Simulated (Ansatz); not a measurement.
Computed with Ansatz on PBE0-D4/def2-TZVP structures; ΔE is electronic, products minus reactants. CCSD(T)/CBS is the MP2 limit (def2-TZVPP, def2-QZVPP) plus CCSD(T) − MP2 in def2-TZVPP, frozen cores. This one scheme is used for every species. Functionals use def2-TZVPP. B3LYP here is the variant with VWN-RPA as its local correlation; programs differ in this. One conformer a species, not always the lowest.

Consider the ligand exchange at the Si–N bond: `N[SiH2]N[SiH2]O` + `CC(=N)O` → `CC(=N)O[SiH2]O` + `N[SiH2]N`.

```csv
level,ΔE (kcal/mol)
PBE-D4,-7.8
B3LYP-D4,-9.1
PBE0,-7.9
SCS-MP2/def2-TZVPP,-9.2
```

**Question.** What does CCSD(T)/CBS give? (An estimate is asked.)

**Answer.** The calculation gave: -8.9 kcal/mol. The listed levels differ from it by 1.1, -0.2, 1.0, -0.3 kcal/mol.

Largest T1 diagnostic among the species: 0.013.
